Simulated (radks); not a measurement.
Problem. All-electron atom: As19+ in [Ne] 3s2 3p2. Calculated with a radial shooting solver on a logarithmic mesh with Libxc functionals: Dirac Kohn-Sham, LB94 model potential, spin-unpolarised, spherical densities, finite nucleus; open shells fill j = l - 1/2 first; Fermi nuclear charge, rms radius 4.0968 fm. Some entries of the table are withheld. Estimate them.

orbital  occ.  eigenvalue (eV)  <1/r> (bohr^-1)
1s1/2       2        -12586.27            33.51
2s1/2       2        -2271.181            7.496
2p1/2       2        -2119.185            7.469
2p3/2       4        -2081.335            7.253
3s1/2       2        -820.8233            2.878
3p1/2       2              (1)            2.832
3p3/2       0              (2)            2.779
3d3/2       0              (3)            2.662
3d5/2       0              (4)            2.649
4s1/2       0              (5)              (6)

Solution. 
(1) 3p1/2 eigenvalue (eV): -771.0938
(2) 3p3/2 eigenvalue (eV): -762.7975
(3) 3d3/2 eigenvalue (eV): -689.7881
(4) 3d5/2 eigenvalue (eV): -688.0670
(5) 4s1/2 eigenvalue (eV): -424.2527
(6) 4s1/2 <1/r> (bohr^-1): 1.514
